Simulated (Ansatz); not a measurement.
The lowest singlet and triplet of C6H6 (SMILES C=C1C=CC=C1); geometries from B3LYP-D3(BJ)/def2-TZVP, each state relaxed from the structure named, with no frequency check.
Singlet at the triplet's geometry (charge 0, multiplicity 1):
| atom | x (Å) | y (Å) | z (Å) |
|---|---|---|---|
| C | 2.1299 | -0.0528 | 0.3795 |
| C | 0.7632 | -0.0189 | 0.1360 |
| C | -0.1234 | -1.1301 | 0.0026 |
| C | -1.4733 | -0.6428 | -0.2478 |
| C | -1.4356 | 0.7150 | -0.2705 |
| C | -0.0604 | 1.1346 | -0.0354 |
| H | 2.7047 | 0.8585 | 0.4618 |
| H | 2.6533 | -0.9914 | 0.4928 |
| H | 0.1644 | -2.1688 | 0.0763 |
| H | -2.3416 | -1.2674 | -0.3884 |
| H | -2.2680 | 1.3817 | -0.4329 |
| H | 0.2846 | 2.1576 | 0.0037 |

| level | gap E(singlet) − E(triplet), vertical, at the triplet's geometry (kJ/mol) | cost |
|---|---|---|
| R-HF/cc-pVDZ | 54.6 | - |
| R-SVWN5/def2-TZVPP | -106.3 | ×0.6 |
| U-SVWN5/def2-TZVPP | -106.3 | ×1 |
| R-PBE/def2-TZVPP | -87.0 | ×1 |
| U-PBE/def2-TZVPP | -87.0 | ×2 |
| R-r2SCAN/def2-TZVPP | -53.4 | ×1 |
| U-r2SCAN/def2-TZVPP (spin-contaminated) | -56.0 | ×4 |
| R-B3LYP/def2-TZVPP | -73.9 | ×0.8 |
| U-B3LYP/def2-TZVPP | -73.9 | ×2 |
| R-PBE0/def2-TZVPP | -61.1 | ×0.7 |
| U-PBE0/def2-TZVPP (spin-contaminated) | -61.7 | ×2 |
| R-BHLYP/def2-TZVPP | -40.8 | ×1 |
| U-BHLYP/def2-TZVPP (spin-contaminated) | -46.9 | ×3 |
| R-wB97X-V/def2-TZVPP | -63.8 | ×2 |
| U-wB97X-V/def2-TZVPP | -63.9 | ×6 |
| R-wB97M-V/def2-TZVPP | -74.0 | ×2 |
| U-wB97M-V/def2-TZVPP | -74.0 | ×4 |
| R-B2PLYP/def2-TZVPP | -89.9 | ×2 |
| U-B2PLYP/def2-TZVPP (spin-contaminated) | -71.4 | ×4 |
| R-MP2/cc-pVDZ | -137.8 | - |
| R-SCS-MP2/cc-pVDZ | -133.7 | - |
| R-CCSD/cc-pVDZ | -73.8 | - |
| R-CCSD(T)/cc-pVDZ | -97.1 | ×2 |
| SA-CASSCF(6,6)/cc-pVDZ | -86.5 | - |
| SC-NEVPT2 on SA-CASSCF(6,6)/cc-pVDZ | -100.0 | - |
| FIC-NEVPT4(SD) on SA-CASSCF(6,6)/cc-pVDZ | -95.8 | - |
| FIC-MRCISD+Q on SA-CASSCF(6,6)/cc-pVDZ | -94.3 | - |

The rows run from -137.8 (R-MP2/cc-pVDZ) to 54.6 kJ/mol (R-HF/cc-pVDZ). In cc-pVDZ the value moves R-HF 54.6, R-MP2 -137.8, R-CCSD -73.8, R-CCSD(T) -97.1, a shift of -151.6 from R-HF to R-CCSD(T). The 9 R-functionals in def2-TZVPP without D3 or D4 span 65.6, from R-SVWN5 to R-BHLYP.

A positive gap puts the triplet lower; no zero-point energy. R- takes a restricted singlet. U- takes an unrestricted singlet (broken symmetry where lower, unprojected). The triplet is unrestricted in single-reference levels. Active spaces average the two states.

Correlated levels freeze the cores.

Doubts at one or more of the structures used: a restricted determinant that unrestricted orbitals would lower (R-HF/cc-pVDZ, R-r2SCAN/def2-TZVPP, R-PBE0/def2-TZVPP, R-BHLYP/def2-TZVPP, R-B2PLYP/def2-TZVPP, R-MP2/cc-pVDZ, R-SCS-MP2/cc-pVDZ, R-CCSD/cc-pVDZ, R-CCSD(T)/cc-pVDZ); a spin-contaminated determinant (R-HF/cc-pVDZ, R-MP2/cc-pVDZ, R-SCS-MP2/cc-pVDZ, R-CCSD/cc-pVDZ, R-CCSD(T)/cc-pVDZ).

Run with Ansatz (an electronic-structure program). Each number belongs to the level named beside it.

Costs are rough ratios of core time to R-PBE/def2-TZVPP (about 40 s over the structures, on one shared machine); a dash marks a level with no comparable run of its own.
